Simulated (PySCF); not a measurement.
CH8F2Si3. Atoms are numbered in the order given.

```xyz
14

F     -0.9572     1.8556     0.5424
C     -2.0101     0.9419     0.5321
Si    -1.2868    -0.7850     0.9390
Si     0.9508    -0.4927     0.2863
F      1.6436    -1.9586     0.0414
Si     1.0289     0.7582    -1.7035
H     -2.4661     0.9513    -0.4723
H     -2.7726     1.2820     1.2518
H     -1.9806    -1.8327     0.1287
H     -1.4483    -1.1101     2.3893
H      1.7256     0.1890     1.3664
H      2.0797     0.2044    -2.6117
H     -0.2914     0.6781    -2.4035
H      1.3363     2.1870    -1.4016
```

Geometry optimised at PBE0-D3(BJ)/def2-SVP. The structure was generated by enumeration; whether it is a known compound was not checked. One conformer was computed; it need not be the lowest.

Computed with HF/pcSseg-1 in PySCF.

GIAO shieldings, no solvent; atoms listed in one row are averaged. δ = σ(ref) − σ: ¹⁹F against CFCl3 (σ = 238.5 ppm); ¹³C against TMS (σ = 192.6 ppm); ²⁹Si against TMS (σ = 393.8 ppm); ¹H against TMS (σ = 31.99 ppm), references at their B3LYP-D3(BJ)/def2-TZVP geometries, non-relativistic.

```csv
nucleus,atoms,count,δ (ppm)
¹⁹F,F5,1,-210.2
¹⁹F,F1,1,-252.8
¹³C,C2,1,69.3
²⁹Si,Si4,1,14.4
²⁹Si,Si3,1,-57.5
²⁹Si,Si6,1,-87.9
¹H,H11,1,5.61
¹H,H8,1,4.91
¹H,H7,1,4.69
¹H,H10,1,4.31
¹H,H9,1,4.13
¹H,"H12, H13, H14",3,3.70
```
